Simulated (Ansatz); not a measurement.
Two isomers of CH7AlN2O: A = `C[O][Al]([NH2])[NH2]`, B = `C[NH][Al]([NH2])[OH]`.

Program: Ansatz. Geometries: PBE0-D4/def2-TZVP. ΔE: electronic, gas phase. CCSD(T)/CBS is the MP2 limit (def2-TZVPP, def2-QZVPP) plus CCSD(T) − MP2 in def2-TZVPP, frozen cores. Functionals use def2-TZVPP. B3LYP here is the variant with VWN-RPA as its local correlation; programs differ in this. One conformer a species, not always the lowest.

Q: Which isomer does CCSD(T)/CBS put lower? Give the gap. (Best estimate.)

A: The calculation gave: B, by 4.1 kcal/mol.

Q: Give E(B) − E(A) in kcal/mol with B3LYP-D4, CCSD/def2-TZVPP, ωB97M-V, HF/def2-TZVPP, B3LYP, B2PLYP, CCSD(T)/def2-TZVPP. (An estimate is asked.)

A: The calculation gave: B3LYP-D4 -2.9, CCSD/def2-TZVPP -3.6, ωB97M-V -3.4, HF/def2-TZVPP -1.5, B3LYP -2.6, B2PLYP -3.2, CCSD(T)/def2-TZVPP -3.9. None reverses the order clearly.

Largest T1 diagnostic: 0.010.

In def2-TZVPP, CCSD(T) changes the Hartree–Fock value by −2.4 kcal/mol (the triples alone add −0.2 kcal/mol) and MP2 by −3.1 kcal/mol.
